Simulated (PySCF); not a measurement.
Problem. Give a PBE0-D3(BJ)/def2-SVP geometry of `C=CC1=[O+][BH2-]OC=C1`.

Solution. 
Z-matrix in Å and degrees, rows numbered from 1:
```
C 
C   1  1.3377
C   2  1.4658  1  122.08
O   3  1.2740  2  117.57  1     0.54
B   4  1.5336  3  124.84  2  -178.91
O   5  1.5354  4  107.93  3    -2.96
C   6  1.2664  5  123.04  4     2.73
C   7  1.3902  6  124.51  5    -1.03
H   1  1.0933  2  120.16  3    -0.09
H   1  1.0921  2  121.43  3   179.87
H   2  1.0930  1  121.51  3  -179.85
H   5  1.2178  4  108.37  3  -119.89
H   5  1.2187  4  108.39  3   113.94
H   7  1.1008  6  115.10  5   179.25
H   8  1.0877  3  121.34  2     0.10
```

The 8 heavy atoms lie in one plane (0.011 Å rms). The 4 C–C bonds span 1.338 Å (C1=C2, drawn double) to 1.466 Å (C2–C3, drawn single), a spread of 0.128 Å. O6 (boron-bound oxygen) is bent (angle 123.0°). O4 (oxygen bonded to B and C) is bent (angle 124.8°).

Method: PBE0-D3(BJ)/def2-SVP geometry optimisation, gas phase in PySCF.

No frequency check. The numbers are those of one conformer (C1–C2–C3–O4 1°).
